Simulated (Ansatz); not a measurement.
```yaml
crystal:
  periodic: [false, false, false]
  atoms:
    - {symbol: Mg, position_ang: [-2.967987, -0.455885, -1.536498]}
    - {symbol: S, position_ang: [-1.873656, -1.939081, 0.718630]}
    - {symbol: Mg, position_ang: [1.844553, -0.806124, -1.334062]}
    - {symbol: S, position_ang: [-0.518969, -0.351115, -2.390416]}
    - {symbol: S, position_ang: [2.751235, 0.885034, 2.262435]}
    - {symbol: Mg, position_ang: [0.435042, -0.726480, 1.795066]}
    - {symbol: Mg, position_ang: [0.461782, 1.960296, -1.873556]}
    - {symbol: S, position_ang: [-0.465838, 1.656347, 0.737445]}
    - {symbol: H, position_ang: [-4.132051, -1.192933, -2.558515]}
    - {symbol: H, position_ang: [-2.689595, 0.545359, -0.100026]}
    - {symbol: H, position_ang: [-1.688250, -3.226524, 1.122309]}
    - {symbol: H, position_ang: [-2.805335, -1.686552, 1.663159]}
    - {symbol: H, position_ang: [1.222153, -1.359805, 0.315724]}
    - {symbol: H, position_ang: [3.114455, -1.599013, -2.180949]}
    - {symbol: H, position_ang: [-0.443681, -0.536380, -3.726017]}
    - {symbol: H, position_ang: [3.644464, 0.456700, 1.341347]}
    - {symbol: H, position_ang: [3.219910, 0.070608, 3.234636]}
    - {symbol: H, position_ang: [0.140232, -0.965843, 3.472593]}
    - {symbol: H, position_ang: [0.157794, 3.495968, -2.553001]}
    - {symbol: H, position_ang: [1.866569, 1.095402, -1.030251]}
    - {symbol: H, position_ang: [-1.622884, 2.155994, 1.218713]}
    - {symbol: H, position_ang: [0.350056, 2.524035, 1.401225]}
basis:
  gaussian: {orbitals: def2-TZVP}
hamiltonian: {xc: {name: B3LYP}, dispersion: d4}
```

```sh
$ ansatz run in.yaml --threads 4 --pin off --events-out ev --progress --plain --max-ram 4787MiB
```

Shortened log:

```
Functional definition: B3LYP
2852 factors; their error is unknown
mean field evaluation 1: about -65350.9219 eV, gradient 3.3e1 eV
mean field evaluation 2: about -65353.2894 eV, gradient 2.4e1 eV
mean field evaluation 4: about -65354.7733 eV, gradient 1.2e0 eV
mean field evaluation 8: about -65354.7830 eV, gradient 1.9e-2 eV
mean field evaluation 16: about -65354.9148 eV, gradient 3.3e-5 eV
mean field -65354.91480588 eV, -2401.7488199636 hartree, gradient 3.3e-5 eV, S^2 0.000000; 0 other end points of the search recorded, 0 dependent functions left out
reference -65354.91528817 eV, -2401.7488376877 hartree; 63, 63 occupied and 297, 297 virtual orbitals, 2852 factors
Total energy: -65356.23269690 eV, -2401.7972515653 hartree
```

Run time 17 s (4 threads of Arm Neoverse V2 on a shared host), peak host memory 1.5 GiB.

B3LYP takes the VWN-RPA correlation.
